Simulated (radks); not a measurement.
The numbers below are computed, except where a source is named.
All-electron atom: Ba I in [Kr] 4d10 5s2 5p5 6s2 7s1 (not the ground configuration). Level of theory: scalar-relativistic Kohn-Sham, RPBE, spin-polarised, spherical densities, point nucleus; open shells are filled with parallel spins first (spin-orbit coupling, left out, can overturn this in heavy ions) (a radial shooting solver on a logarithmic mesh with Libxc functionals).

Local quantities along the radius. ELF = 1/(1 + alpha^2) is the electron localisation function; alpha = (tau - tau_W)/tau_unif compares the Pauli kinetic energy density with that of the uniform gas (summed over spins); -r V(r) is the screened charge that the Kohn-Sham potential of spin up presents (atomic units); 4 pi r^2 rho is in e/bohr; s = |grad rho|/(2 (3 pi^2)^(1/3) rho^(4/3)) is the reduced gradient. tau is taken from the large components.

r (bohr)	ELF	alpha	-r V(r)	4 pi r^2 rho	s
0.002419	0.999	0.02682	55.32	10.34	0.5749
0.003386	0.999	0.03085	55.03	17.12	0.5397
0.0047	0.999	0.03796	54.63	26.88	0.5263
0.006577	0.997	0.05160	54.08	40.21	0.5331
0.00913	0.994	0.07855	53.34	55.05	0.5611
0.01278	0.980	0.1416	52.33	68.12	0.6143
0.01774	0.917	0.3010	51.02	73.36	0.6852
0.02482	0.649	0.7359	49.29	69.12	0.7250
0.03445	0.341	1.389	47.12	64.13	0.5783
0.04821	0.424	1.165	44.41	73.15	0.3149
0.06692	0.704	0.6483	41.21	91.96	0.3126
0.0929	0.704	0.6489	37.39	91.95	0.4604
0.13	0.368	1.310	32.89	72.01	0.4597
0.1805	0.479	1.043	28.19	74.87	0.2179
0.2525	0.759	0.5632	23.27	78.60	0.3784
0.3506	0.451	1.103	18.58	43.68	0.6871
0.4906	0.304	1.513	14.14	28.65	0.2219
0.681	0.766	0.5532	10.34	32.24	0.3552
0.9529	0.493	1.014	7.065	17.02	0.7114
1.323	0.330	1.424	4.856	8.002	0.5791
1.851	0.694	0.6647	3.429	4.950	0.7404
2.57	0.244	1.760	2.282	1.883	1.166
3.596	0.335	1.408	1.665	0.8879	0.8845
4.992	0.523	0.9547	1.181	0.4060	1.689
6.929	0.026	6.131	0.3981	0.1319	0.8326
9.697	0.984	0.1278	1.040	0.1690	0.7944
13.46	1.000	0.01034	0.4907	0.05503	3.070
18.84	1.000	0.0009497	0.4302	0.004702	10.20

On this mesh the ELF has minima near r = 0.041, 0.15, 0.41, 1.1, 3.0, 6.9 bohr, which separate the shells, and maxima near 0.079 (0.75), 0.25 (0.76), 0.68 (0.77), 1.9 (0.69), 4.2 (0.69).
